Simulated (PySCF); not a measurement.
Al+: ionisation energy

Al+ [Ne] 3s2 (1S) → Al(2+) [Ne] 3s1 (2S), as a difference of total energies. Calculation: PySCF 2.14, in aug-cc-pwCVQZ (10s9p7d5f3g, 134 functions); no relativity, point nucleus. Correlated levels: valence: [Ne] frozen; valence and next inner shell: 1s2 frozen; nothing frozen. The calculations carry no spin-orbit coupling.

Question: Order these methods by the ionisation energy they give, lowest first.
A. SCS-MP2 (valence)
B. MP2 (all electrons)
C. PBE
D. MP2 (valence)

Answer: D (18.324 eV), A (18.484 eV), B (18.555 eV), C (18.758 eV).

MP2 underrates the near-degeneracy of ns² with np² in the lower species.

For comparison: 18.829 eV (measured; NIST Atomic Spectra Database, ionization energies).
